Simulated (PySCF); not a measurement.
A species of formula C8H11P has this rotational fingerprint, computed with PBE0/pcSseg-1 in PySCF (dipole) on a GFN2-xTB geometry, gas phase:

| Item | Value |
| --- | --- |
| Rotational constants | A = 2165, B = 1114, C = 888.0 MHz |
| Dipole components | \|μa\| = 1.21 D, \|μb\| = 0.03 D, \|μc\| = 1.17 D |
| Inertial defect | -117.79 u·Å² |
| κ | -0.65 |

Question: Which structure is it? (One computed conformer of each.)
A. `[CH3:1][CH:2]([CH3:3])[c:4]1[cH:5][cH:6][cH:7][cH:8][p:9]1` with C1–C2–C4–C5 -120°
B. `[CH3:1][CH2:2][c:3]1[cH:4][cH:5][c:6]([CH3:7])[cH:8][p:9]1` with C1–C2–C3–C4 -84°
C. `[CH:1]#[C:2][CH2:3][P:4]1[CH2:5][CH2:6][CH:7]=[C:8]1[CH3:9]` with C2–C3–P4–C5 -166°, C3–P4–C5–C6 82°, P4–C5–C6–C7 17°, C5–C6–C7–C8 -12°, C3–P4–C8–C7 -89°
D. `Cc1cpcc(C)c1C`

Answer: C. It is C#CCP1CCC=C1C, an asymmetric top, point group C1. The candidates at the same level (rigid rotor, commonest isotopes):

```
       SMILES  A (MHz)  B (MHz)  C (MHz)  μa (D)  μb (D)  μc (D)  Δ (u·Å²)  point group           rotor
CCc1ccc(C)cp1     2958    909.6    745.6    0.73    1.65    0.06    -48.62           C1  asymmetric top
CC(C)c1ccccp1     2610     1037    881.1    0.29    1.43    0.00   -107.36      near Cs  asymmetric top
Cc1cpcc(C)c1C     1709     1488    807.5    2.71    0.07    0.01     -9.48      near Cs  asymmetric top
C#CCP1CCC=C1C     2165     1114    888.0    1.21    0.03    1.17   -117.79           C1  asymmetric top
```

`CCc1ccc(C)cp1` has A 37 % too high; `CC(C)c1ccccp1` has A 21 % too high; `Cc1cpcc(C)c1C` has B 34 % too high. No structure here is proved a minimum.
